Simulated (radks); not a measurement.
Mo+, 41 electrons, occupied as [Kr] 4d5. Calculated with a radial shooting solver on a logarithmic mesh with Libxc functionals: scalar-relativistic Kohn-Sham, Slater X-alpha with alpha = 0.967, spin-polarised, spherical densities, point nucleus; open shells are filled with parallel spins first (spin-orbit coupling, left out, can overturn this in heavy ions).

Normalised radial functions P(r) = r R(r), r in bohr:

```
   r/bohr * 4d up (the largest magnitude, 0.794, reaches the edge; | marks zero)
 0.005345                             *
 0.007016                             *
  0.00921                             *
  0.01209                             *
  0.01587                             *
  0.02083                             *
  0.02734                             *
  0.03588                             |*
   0.0471                             |*
  0.06182                             | *
  0.08115                             |  *
   0.1057                             |    *
   0.1387                             |       *
    0.182                             |          *
   0.2389                             |            *
   0.3136                             |           *
   0.4117                             |      *
   0.5404                           * |
   0.7093                 *           |
    0.931       *                     |
    1.222  *                          |
    1.604   *                         |
    2.105        *                    |
    2.763                *            |
    3.627                      *      |
    4.761                           * |
    6.249                            *|
```

4d up: eigenvalue -15.082 eV, 1 radial node at r = 0.517 bohr, <r> = 1.72 bohr, 90 % of the charge inside 2.72 bohr.
